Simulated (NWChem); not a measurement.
System meant: Si₂H₅SCl; SMILES [SiH3]S[SiH2]Cl

The following NWChem deck was run.

```
start job
memory heap 200 mb stack 900 mb global 1100 mb
geometry units angstroms noautoz
  Si    -0.893832     1.838994     0.095329
  S      0.976992     0.997979    -0.632399
  Si     0.887778    -0.878854     0.406237
  Cl    -0.880578    -1.902983    -0.012702
  H     -2.061066     1.359387    -0.715680
  H     -1.090947     1.467103     1.538860
  H     -0.751431     3.325670    -0.046088
  H      0.927039    -0.684859     1.892271
  H      2.053481    -1.682464    -0.080116
end
basis spherical
  * library def2-svp
end
dft
  xc pbe0
  iterations 4
  mulliken
end
task dft energy
```

End of the output:

```
    Atom       Charge   Shell Charges
 -----------   ------   -------------------------------------------------------
    1 Si  14    13.69   2.00  1.93  0.70  0.37  5.82  1.29  1.28  0.29
    2 S   16    16.11   2.00  1.95  0.99  0.69  5.81  1.91  2.70  0.05
    3 Si  14    13.73   2.00  1.93  0.72  0.37  5.81  1.25  1.21  0.43
    4 Cl  17    17.08   2.00  1.96  1.05  0.80  5.82  2.26  3.17  0.02
    5 H    1     1.08   0.63  0.42  0.03
    6 H    1     1.08   0.63  0.42  0.02
    7 H    1     1.08   0.63  0.42  0.02
    8 H    1     1.08   0.64  0.42  0.03
    9 H    1     1.08   0.64  0.41  0.03

 center of mass
 --------------
 x =   0.00986036 y =  -0.07856996 z =  -0.04540823

 moments of inertia (a.u.)
 ------------------
        1131.911010774224          -0.000000000000           0.000000000000
          -0.000000000000         479.500730335343          -0.000000000000
           0.000000000000          -0.000000000000        1462.109848889523

     Multipole analysis of the density
     ---------------------------------

     L   x y z        total         alpha         beta         nuclear
     -   - - -        -----         -----         ----         -------
     0   0 0 0     -0.000000    -33.000000    -33.000000     66.000000

     1   1 0 0     -0.008860     -0.004430     -0.004430      0.000000
     1   0 1 0      0.154932      0.077466      0.077466     -0.000000
     1   0 0 1      0.380260      0.190130      0.190130     -0.000000

     2   2 0 0    -40.179801   -131.879105   -131.879105    223.578409
     2   1 1 0     -3.026810      9.924940      9.924940    -22.876690
     2   1 0 1      0.468922     -0.398299     -0.398299      1.265520
     2   0 2 0    -41.233276   -296.730063   -296.730063    552.226851
     2   0 1 1     -0.153839      0.310269      0.310269     -0.774377
     2   0 0 2    -41.271611    -45.296559    -45.296559     49.321506

 ------------------------------------------------------------------------
 dft energy failed                                                                                  0
 ------------------------------------------------------------------------
 ------------------------------------------------------------------------
  current input line :
    22: task dft energy
 ------------------------------------------------------------------------
 ------------------------------------------------------------------------
 This type of error is most commonly associated with calculations not reaching convergence criteria
 ------------------------------------------------------------------------
 For more information see the NWChem manual at https://nwchemgit.github.io

0:dft energy failed:Received an Error in Communication
```

Q: What is wrong, and how is it mended?

A: The run did not converge; its last values are not results. Cause: the SCF was allowed too few iterations. This input runs:
```
start job
memory heap 200 mb stack 900 mb global 1100 mb
geometry units angstroms noautoz
  Si    -0.893832     1.838994     0.095329
  S      0.976992     0.997979    -0.632399
  Si     0.887778    -0.878854     0.406237
  Cl    -0.880578    -1.902983    -0.012702
  H     -2.061066     1.359387    -0.715680
  H     -1.090947     1.467103     1.538860
  H     -0.751431     3.325670    -0.046088
  H      0.927039    -0.684859     1.892271
  H      2.053481    -1.682464    -0.080116
end
basis spherical
  * library def2-svp
end
dft
  xc pbe0
  iterations 150
  mulliken
end
task dft energy
```
It converges to -1439.48239 Ha (PBE0/def2-SVP).
